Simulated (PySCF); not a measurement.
**Atomic charges by several schemes**

Compound: C7H7N.
Structure used (GFN2-xTB), in Å, numbered top down from 1:
```
atom  x, y, z in Å
C1    -2.226   -0.936   -0.334
C2    -0.741   -0.959   -0.261
C3     0.047    0.125   -0.235
C4    -0.458    1.543   -0.279
C5     1.442   -0.026   -0.164
C6     2.651   -0.117   -0.107
C7     4.002   -0.231   -0.043
N8     5.148   -0.324    0.012
H9    -2.581   -1.719   -1.002
H10   -2.601    0.022   -0.681
H11   -2.648   -1.134    0.653
H12   -0.282   -1.938   -0.211
H13    0.361    2.243   -0.127
H14   -0.915    1.753   -1.246
H15   -1.204    1.706    0.497
```

Density: PBE0/pcSseg-1 (PySCF); schemes: Mulliken, IAO, Hirshfeld and ESP-fitted. Geometry: GFN2-xTB; no solvent, vibrations or thermal averaging. GFN2-xTB frequencies show an imaginary mode (43i cm⁻¹), so this geometry is no minimum at that level.

Task: Give the atomic charges in each scheme.

Result: In e:

| atom | environment | Mulliken | IAO | Hirshfeld | ESP-fitted |
| --- | --- | --- | --- | --- | --- |
| C1 | allylic carbon | -0.211 | -0.431 | -0.108 | -0.329 |
| C2 | alkene CH carbon | -0.129 | -0.096 | -0.010 | -0.177 |
| C3 | fully substituted alkene carbon | -0.478 | -0.026 | +0.008 | +0.325 |
| C4 | allylic carbon | -0.147 | -0.426 | -0.108 | -0.438 |
| C5 | alkyne carbon | +0.347 | +0.048 | +0.013 | -0.264 |
| C6 | alkyne carbon | +0.002 | -0.108 | -0.044 | -0.080 |
| C7 | nitrile carbon | -0.091 | +0.143 | +0.077 | +0.433 |
| N8 | nitrile nitrogen | -0.231 | -0.223 | -0.200 | -0.446 |
| H9 | methyl hydrogen | +0.138 | +0.162 | +0.056 | +0.130 |
| H10 | methyl hydrogen | +0.124 | +0.150 | +0.050 | +0.113 |
| H11 | methyl hydrogen | +0.145 | +0.165 | +0.057 | +0.132 |
| H12 | vinylic hydrogen | +0.108 | +0.160 | +0.054 | +0.160 |
| H13 | methyl hydrogen | +0.137 | +0.165 | +0.052 | +0.171 |
| H14 | methyl hydrogen | +0.146 | +0.159 | +0.052 | +0.138 |
| H15 | methyl hydrogen | +0.140 | +0.158 | +0.052 | +0.130 |

Mean size of the charges over all atoms: ESP-fitted 0.231 e, IAO 0.175 e, Mulliken 0.172 e, Hirshfeld 0.063 e. Each set sums to the total charge, 0, to within 0.001 e. The IAO scheme counts the electrons in orthogonalised intrinsic atomic orbitals, a minimal basis polarised so that it spans the occupied orbitals exactly. The Mulliken scheme counts on each atom the diagonal of the density matrix times the overlap matrix over that atom's basis functions.

Lowest charge. The schemes don't all agree: Mulliken C3 (-0.478); IAO C1 (-0.431); Hirshfeld N8 (-0.200); ESP-fitted N8 (-0.446).

Highest charge. The schemes don't all agree: Mulliken C5 (+0.347); IAO H11 and H13 (+0.165); Hirshfeld C7 (+0.077); ESP-fitted C7 (+0.433).

Task: How many electrons does the ESP-fitted scheme count on C1?

Result: Z − q = 6 − (-0.329) = 6.329.

Task: Sum the charges by element, for elements with more than one atom.

Result: 
| element | atoms | Mulliken | IAO | Hirshfeld | ESP-fitted |
| --- | --- | --- | --- | --- | --- |
| C | 7 | -0.708 | -0.897 | -0.173 | -0.529 |
| H | 7 | +0.939 | +1.120 | +0.372 | +0.975 |
